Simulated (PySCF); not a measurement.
Gas-phase reaction: GaH₂Cl + 2 C₃H₈ + 4 Cl → Ga(CH₃)₂Cl + 4 CH₃Cl

Computed with PySCF and rigid-rotor harmonic-oscillator thermochemistry at 1 bar. † marks an energy on the PBE0/def2-TZVP geometry and frequencies; other levels use their own. MP2 and CCSD(T) freeze the core. 6-31G* has spherical d functions here. Open shells (unrestricted): Cl (multiplicity 2, electronic degeneracy 6); the rest are closed-shell singlets. Spin-orbit splitting is ignored; it lowers the true energy and changes the entropy of Cl. B3LYP is the form with VWN-RPA correlation. Ga: all electrons, no relativistic terms. Methyl groups turn as free rotors in Ga(CH₃)₂Cl. GaH₂Cl, Ga(CH₃)₂Cl: computed as isolated molecules; such fragments, hydroxides, amides, oligomers or adducts are transient or little studied in the gas. MP2 isn't extrapolated to the basis-set limit; its ΔH°(298 K) is -599.4 kJ in def2-SVP and -751.9 kJ in def2-TZVPP. CCSD(T) isn't extrapolated to the basis-set limit. The harmonic model lacks anharmonicity and excited electronic states, which grow with temperature; levels with a mode under 35 cm⁻¹ are left out. Internal rotation in C₃H₈ is treated as a harmonic vibration of one conformer, which makes the entropy rough.

| level | ΔE electronic, kJ | ΔH°(298 K), kJ | ΔS°(298 K), J/K | ΔG°(1200 K), kJ |
|---|---|---|---|---|
| B3LYP/def2-TZVP† | -694 | -690 | -183 | -455 |
| CCSD(T)/def2-SVP† | -563 | -559 | -183 | -324 |
| HF/6-31G* | -381 | -373 | -182 | -139 |
| HF/def2-TZVP† | -412 | -408 | -183 | -174 |
| MP2/def2-SVP† | -603 | -599 | -183 | -364 |
| PBE/def2-SVP | -721 | -720 | -181 | -489 |
| PBE/def2-TZVP† | -774 | -770 | -183 | -535 |
| PBE0/def2-QZVP† | -739 | -736 | -183 | -501 |
| PBE0/def2-SVP† | -676 | -672 | -183 | -437 |
| ωB97M-V/def2-TZVP† | -742 | -738 | -183 | -503 |
| ωB97X-V/def2-TZVP† | -730 | -727 | -183 | -492 |
ΔH° is lowest at PBE/def2-TZVP† and highest at HF/6-31G*. No reference value is set beside these.
